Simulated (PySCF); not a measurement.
## Selenium: a sound run and one with changed settings

Sound run: Se(2+) [Ar] 3d10 4s2 4p2, Se(3+) [Ar] 3d10 4s2 4p1. Calculation: PySCF 2.14, in jorge-DZP-DKH; the spin-free X2C one-electron Hamiltonian (Gaussian nucleus). In the sound run the correlated levels freeze [Ar] 3d10. The sound run starts from symmetry-adapted Hartree-Fock orbitals and uses a fine grid where one is needed.

A second run was set up differently.

| species | method | sound run (hartree) | changed run (hartree) | converged |
| --- | --- | --- | --- | --- |
| Se(2+) | MP2 | -2426.88091 | -2426.85522 | yes |
| Se(2+) | CCSD(T) | -2426.88988 | -2426.85553 | yes |

Ionisation energy of Se(2+):

```csv
method,sound run (eV),changed run (eV)
UHF,30.850,30.850
MP2,30.835,30.891
SCS-MP2,30.785,30.864
CCSD,30.763,30.900
CCSD(T),30.765,30.900
CCSDT,n/a,30.900
FCI,n/a,30.900
```

**Question.** What was changed?
A. basis contracted for another Hamiltonian
B. a valence shell is frozen
C. level shift left on
D. minimal basis

**Answer.** B. Freezing a valence shell removes pair correlation that changes on ionisation.
